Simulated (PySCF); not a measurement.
**F⁺: excitation energy**

F⁺ [He] 2s2 2p4 (3P) → F⁺ [He] 2s2 2p3 3d1 (5D), as a difference of total energies. All numbers are calculated (PySCF 2.14, scalar relativity by spin-free X2C-1e, in aug-cc-pVQZ-DK). Correlated levels: valence: 1s2 frozen. The calculations carry no spin-orbit coupling.

```tsv
method	excitation energy (eV)
UHF	30.888
LDA	31.554
PBE	31.491
PBE0	31.611
r2SCAN	31.669
BHandHLYP	31.886
HSE06	31.633
CAM-B3LYP	31.976
MN15	32.115
MP2 (valence)	31.983
SCS-MP2 (valence)	32.195
```

How much does correlation contribute at MP2 (valence)?

31.983 − (30.888) = 1.095 eV, measured against UHF.

A first-order spin-orbit estimate (lowest level to lowest level, LS coupling) adds 0.020 eV.

The promoted electron is Rydberg-like, and one or two diffuse shells describe it only roughly, which tends to raise the upper state.
